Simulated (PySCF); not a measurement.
Electronic structure of Os⁺ (osmium, charge +1) at the UHF level

Configuration: [Xe] 4f14 5d6 6s1, high-spin 6D determinant. Computed with PySCF 2.14 in aug-cc-pwCVTZ-PP with ECP60MDF, with a scalar-relativistic core potential.

- Total energy: -89.831954 hartree
- One-electron energy: -150.7279 hartree
- Hartree (Coulomb) energy: 69.5204 hartree
- Exchange energy: -8.6245 hartree
- ⟨S²⟩: 8.7545
- ⟨L²⟩: 6.027
- Sum of ⟨r⟩: 22.58 bohr
- Sum of ⟨r²⟩: 42.16 bohr²
- Traceless quadrupole moment −½Σ⟨3z² − r²⟩ along its main axis: 0.927 e·bohr²

```tsv
shell	electrons	mean orbital energy (eV)	spread (eV)	rms radius, mean of both spins (bohr)
5s α	1	-117.86	0	1.09
5s β	1	-112.39	0	1.09
5p α	3	-73.642	1.401	1.26
5p β	3	-66.019	1.042	1.26
5d α	5	-20.987	1.700	1.88
5d β	1	-16.883	0	1.88
6s α	1	-16.334	0	3.00
```

Energies and moments cover only the electrons outside the core potential. Spin-orbit coupling, absent here, splits the open shell strongly.
